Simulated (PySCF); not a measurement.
Compound: CH7GeP.
Numbering: `[CH3:1][GeH2:2][PH2:3]` (hydrogens: H4, H5, H6 on C1; H7, H8 on Ge2; H9, H10 on P3)

Method: PBE0-D3(BJ)/def2-SVP geometry optimisation, gas phase in PySCF 2.14.0.

(1) What internal coordinates does the optimisation give?

Results:

(1) 
| bond | length (pm) |
| --- | --- |
| C1–Ge2 | 195.3 |
| Ge2–P3 | 232.9 |
| C1–H4, C1–H5, C1–H6 | 110.0 |
| Ge2–H7, Ge2–H8 | 154.3 |
| P3–H9, P3–H10 | 142.9 |

Bonds in one row agree within 1 pm and their mean is given. A selection of angles:
| angle | degrees |
| --- | --- |
| Ge2–C1–H4 | 110.3 |
| H4–C1–H5 | 108.7 |
| C1–Ge2–P3 | 108.0 |
| C1–Ge2–H7 | 110.4 |
| P3–Ge2–H7 | 112.1 |
| P3–Ge2–H8 | 107.5 |
| H7–Ge2–H8 | 108.5 |
| Ge2–P3–H9 | 93.4 |
| Ge2–P3–H10 | 94.5 |
| H9–P3–H10 | 93.2 |

Ge2 (germanium bonded to C, P and 2 H) is tetrahedral (angles from 107.5° to 112.1°). P3 (three-coordinate phosphorus) is pyramidal (angles 94.5°, 93.4° and 93.2°, sum 281.2°, 0.87 Å off the plane of its three neighbours).

Not checked by PBE0-D3(BJ)/def2-SVP frequencies. One conformer, not necessarily the lowest (C1–Ge2–P3–H 72° and 166°).
